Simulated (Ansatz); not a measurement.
Mulliken charges of C2H6SSi, SMILES `SC1C[SiH2]1` from PBE/def2-TZVPP in Ansatz (PBE0-D4/def2-TZVP geometry).

```json
{"atom": "S1", "x (Å)": "-1.676", "y (Å)": "0.436", "z (Å)": "-1.211", "charge (e)": "-0.187"}
{"atom": "C2", "x (Å)": "-0.075", "y (Å)": "0.586", "z (Å)": "-0.435", "charge (e)": "-0.090"}
{"atom": "C3", "x (Å)": "0.811", "y (Å)": "-0.675", "z (Å)": "-0.556", "charge (e)": "-0.209"}
{"atom": "Si4", "x (Å)": "0.300", "y (Å)": "-0.268", "z (Å)": "1.169", "charge (e)": "0.179"}
{"atom": "H5", "x (Å)": "-2.409", "y (Å)": "1.076", "z (Å)": "-0.286", "charge (e)": "0.106"}
{"atom": "H6", "x (Å)": "0.440", "y (Å)": "1.515", "z (Å)": "-0.662", "charge (e)": "0.100"}
{"atom": "H7", "x (Å)": "1.833", "y (Å)": "-0.503", "z (Å)": "-0.875", "charge (e)": "0.092"}
{"atom": "H8", "x (Å)": "0.349", "y (Å)": "-1.527", "z (Å)": "-1.044", "charge (e)": "0.096"}
{"atom": "H9", "x (Å)": "-0.777", "y (Å)": "-1.039", "z (Å)": "1.818", "charge (e)": "-0.038"}
{"atom": "H10", "x (Å)": "1.287", "y (Å)": "0.347", "z (Å)": "2.083", "charge (e)": "-0.050"}
```

By hand: the dipole of these point charges (1 e Å = 4.8032 D).

Σ q r = (0.160, 0.054, 0.141) e Å, of length 0.220 e Å = 1.06 D.

How does the dipole of the full density compare? (An estimate is asked.)

Ansatz gave: (0.181, 0.049, 0.221) e Å, 1.39 D; the point charges give 0.76 times that, at 10° from its direction.

Point charges leave out the atoms' own dipoles, such as those of lone pairs, and Mulliken's split depends on the basis, so the two needn't agree.
